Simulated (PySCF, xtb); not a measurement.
# A geometry optimisation of CH5BSe with r2SCAN-D4/def2-SVP

The starting geometry of this gas-phase singlet was built from a drawn formula by distance geometry and a force field; its bonds are those of `[CH2+][BH2-][SeH]`.

```xyz
8

C     1.4091   -0.8737   -0.2427
B     2.6754   -0.9513   -1.2247
Se    4.1142   -2.0432   -0.2621
H     1.4901   -0.4109    0.7206
H     0.4574   -1.2619   -0.5588
H     2.3387   -1.4822   -2.2253
H     3.0371    0.1547   -1.4244
H     4.4500   -0.8770    0.6492
```

Question: Predict what it relaxes into with r2SCAN-D4/def2-SVP.

Answer: A new bond forms, giving a structure given below by its coordinates. Distances that change by over a tenth: B2–Se3 (2.05 → 2.25 Å). Contacts that close: C1–Se3 (2.95 → 2.01 Å).

The energy falls by 1.99 eV over 17 steps:

```
step  E − E(last) (eV)
   1             1.991
   3             1.162
   5             0.554
   6             0.318
   8             0.046
  10             0.005
  12             0.000
  13             0.000
  15             0.000
  17             0.000
```

Final geometry (Å):

```json
{"atom": "C", "x (Å)": "1.7672", "y (Å)": "-1.0416", "z (Å)": "-0.2222"}
{"atom": "B", "x (Å)": "2.5584", "y (Å)": "-0.7311", "z (Å)": "-1.5278"}
{"atom": "Se", "x (Å)": "3.4414", "y (Å)": "-2.1377", "z (Å)": "-0.0061"}
{"atom": "H", "x (Å)": "1.7029", "y (Å)": "-0.3324", "z (Å)": "0.6113"}
{"atom": "H", "x (Å)": "0.9338", "y (Å)": "-1.7554", "z (Å)": "-0.2235"}
{"atom": "H", "x (Å)": "2.3366", "y (Å)": "-1.3893", "z (Å)": "-2.5170"}
{"atom": "H", "x (Å)": "3.2602", "y (Å)": "0.2515", "z (Å)": "-1.5832"}
{"atom": "H", "x (Å)": "4.1946", "y (Å)": "-1.0886", "z (Å)": "0.6989"}
```

From the same start GFN2-xTB reaches the same bonding as this run.

The end wasn't checked by frequencies. Run with PySCF 2.14.0, 2.1 min on 2 threads of Arm Neoverse V2, with other jobs on the host.
